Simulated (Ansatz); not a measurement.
```yaml
crystal:
  periodic: [false, false, false]
  atoms:
    - {symbol: B, position_ang: [-0.726172, -0.352197, 0.008814]}
    - {symbol: C, position_ang: [0.668843, 0.277389, -0.515667]}
    - {symbol: N, position_ang: [-0.541991, -0.149370, 1.595842]}
    - {symbol: N, position_ang: [0.944627, 0.300588, -1.831397]}
    - {symbol: O, position_ang: [1.484035, 0.740705, 0.297914]}
    - {symbol: H, position_ang: [-1.685562, 0.281616, -0.370881]}
    - {symbol: H, position_ang: [-0.824869, -1.532607, -0.242081]}
    - {symbol: H, position_ang: [-1.237458, 0.453555, 2.016344]}
    - {symbol: H, position_ang: [-0.505399, -1.015659, 2.117785]}
    - {symbol: H, position_ang: [1.811550, 0.695713, -2.155942]}
    - {symbol: H, position_ang: [0.291891, -0.072200, -2.495637]}
    - {symbol: H, position_ang: [0.397606, 0.317365, 1.608905]}
basis:
  gaussian: {orbitals: ANO-RCC-VTZP}
magnetization: {spin_polarized: true, initial_magnetization: 0}
hamiltonian: {xc: {name: SVWN5}}
output: {forces: true}
```

```sh
$ ansatz run in.yaml --threads 4 --pin off --events-out ev --progress --plain --max-ram 10444MiB
```

Output, abridged:

```
Functional definition: SVWN5
1578 factors; their error is unknown
mean field evaluation 1: about -6789.7088 eV, gradient 6.5e1 eV
mean field evaluation 2: about -6729.5108 eV, gradient 1.3e2 eV
mean field evaluation 4: about -6805.3382 eV, gradient 1.1e1 eV
mean field evaluation 8: about -6805.8160 eV, gradient 1.5e-1 eV
mean field evaluation 16: about -6805.7839 eV, gradient 4.7e-3 eV
mean field -6805.78389275 eV, -250.1079449325 hartree, gradient 2.0e-5 eV, S^2 0.000000; 0 other end points of the search recorded, 0 dependent functions left out
reference -6805.78395432 eV, -250.1079471953 hartree; 20, 20 occupied and 228, 228 virtual orbitals, 1578 factors
Total energy: -6805.78395432 eV, -250.1079471953 hartree
Relativity: scalar
Atom 0 at    -0.726172    -0.352197     0.008814 Å, force     0.387072     0.205798     0.304947 eV/Å
Atom 1 at     0.668843     0.277389    -0.515667 Å, force    -0.440515    -0.230128    -0.217941 eV/Å
Atom 2 at    -0.541991    -0.149370     1.595842 Å, force    -0.222702    -0.157710    -0.682457 eV/Å
Atom 3 at     0.944627     0.300588    -1.831397 Å, force    -0.131102    -0.009559     0.639202 eV/Å
Atom 4 at     1.484035     0.740705     0.297914 Å, force     0.070599     0.056550     0.291300 eV/Å
Atom 5 at    -1.685562     0.281616    -0.370881 Å, force    -0.077050     0.048631    -0.052239 eV/Å
Atom 6 at    -0.824869    -1.532607    -0.242081 Å, force    -0.006985    -0.096273    -0.041318 eV/Å
Atom 7 at    -1.237458     0.453555     2.016344 Å, force    -0.317886     0.275192     0.154669 eV/Å
Atom 8 at    -0.505399    -1.015659     2.117785 Å, force     0.016022    -0.399780     0.201373 eV/Å
Atom 9 at     1.811550     0.695713    -2.155942 Å, force     0.465019     0.215050    -0.136339 eV/Å
Atom 10 at     0.291891    -0.072200    -2.495637 Å, force    -0.365444    -0.204308    -0.320862 eV/Å
Atom 11 at     0.397606     0.317365     1.608905 Å, force     0.622973     0.296535    -0.140338 eV/Å
Dipole moment:    -0.250103    -0.111069     0.256242 e Å
```

Hardware: 4 threads of an AMD EPYC 7B13 on a shared host. Wall time 4.5 s, peak host memory 0.52 GiB.
